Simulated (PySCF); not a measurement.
PtH4: fields on a plane

These are results of PBE0 in PySCF with Pt def2-TZVP with ECP60, H def2-TZVP; scalar-relativistic core potentials, no spin–orbit coupling; density-fitted integrals, not measurements.

The singlet minimum has H–H 0.918 Å (×2), Pt–H 1.661 Å (×4); H–H–Pt 74.0° (×4), H–Pt–H 32.1° (×2), H–Pt–H 157.5° (×4).

The plane holds Pt1 at (0.00, 0.00), H2 at (1.66, 0.00), H3 at (-1.53, 0.64) Å. Columns run from x = -3.45 to 4.05 Å, rows from y = 2.85 (top) to -1.95 Å, in steps of 0.3 Å. Other isomers or separated fragments may lie lower. Core electrons replaced by a potential are absent, the electrostatic potential uses the reduced nuclear charge, and values within about 0.7 Å of such atoms have no physical meaning.

Give the electron localisation function (set to 0 where the density is under 0.005 e/Å³). Every second row and column.


```
0.00 0.00 0.00 0.00 0.00 0.00 0.00 0.00 0.00 0.00 0.00 0.00 0.00
0.00 0.00 0.00 0.00 0.07 0.11 0.12 0.09 0.00 0.00 0.00 0.00 0.00
0.00 0.00 0.68 0.78 0.33 0.25 0.30 0.25 0.14 0.06 0.00 0.00 0.00
0.00 0.39 0.94 0.98 0.69 0.34 0.45 0.34 0.31 0.55 0.31 0.00 0.00
0.00 0.44 0.96 0.99 0.51 0.71 0.78 0.43 0.77 0.97 0.90 0.00 0.00
0.00 0.21 0.85 0.88 0.20 0.81 0.01 0.44 0.94 0.99 0.93 0.00 0.00
0.00 0.00 0.36 0.38 0.24 0.52 0.61 0.22 0.81 0.94 0.73 0.00 0.00
0.00 0.00 0.00 0.11 0.24 0.35 0.34 0.23 0.43 0.57 0.15 0.00 0.00
0.00 0.00 0.00 0.00 0.13 0.20 0.21 0.13 0.09 0.00 0.00 0.00 0.00
```

Give the electrostatic potential (V) (cut at 20 V). Lower edges of the bins (V): '0' -0.50, '1' -0.38, '2' -0.19, '3' 0.11, '4' 0.60, '5' 1.36, '6' 2.57, '7' 4.49, '8' 7.53, '9' 12.36; top 20.0.


```
33333222221111111222222222
33333332221100011122222222
33333333221000001122222222
33334443321100001222222222
33344454433322112223333333
33445666555554433333333333
34456798777887654444433333
34456999899999876665443333
34456899999999988886544333
34456788999999999997544333
33445678999999999997544333
33445567899999988986544333
33344455789999977765544333
33333444567887766655443333
33333333345555555544433333
33332222112233334444333333
22222221000011233333333333
```

Spin–orbit coupling, left out here, can matter for elements this heavy.
